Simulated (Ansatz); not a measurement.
Reaction: HI (iodane, SMILES I) → HI+ (parent SMILES I, doublet) + e-
Each species at its own B3LYP-D3(BJ)/def2-TZVP minimum (Ansatz, a quantum-chemistry and plane-wave program).

Quantity: adiabatic ionisation energy (electronic), in eV. UHF or UKS for unpaired electrons; spin-orbit terms are left out. Correlated methods leave the cores frozen (noble-gas shells, and filled d and f shells in the p block). Past Kr the def2 sets carry scalar-relativistic core potentials. CBS(X,Y): correlation extrapolated as X^-3, Hartree-Fock from the larger set. A bracket is a step between two methods taken in the basis named. Spin-orbit terms, left out, reach several kcal/mol for Br and I, and more for heavier atoms. The spin of HI+ (parent SMILES I, doublet) was assumed, and the state is the lowest solution found for it.

CCSD(T)/CBS(def2-TZVPP,def2-QZVPP) + [CCSDT(Q) - CCSD(T)]/def2-QZVPP + [CCSDTQ - CCSDT(Q)]/def2-TZVPP (Ansatz) gives 10.68 eV.

Q: What does PBE/def2-TZVPD (Ansatz) give here, and how do the other levels compare?

A: PBE gives 10.52 eV, 0.16 eV below it. Differences of the others: r2SCAN/def2-TZVPD (Ansatz) -0.12; B3LYP/def2-TZVPD (Ansatz) -0.06; PBE0/def2-TZVPD (Ansatz) -0.12; CCSD(T)/CBS(def2-TZVPP,def2-QZVPP) (Ansatz) 0.00 eV.
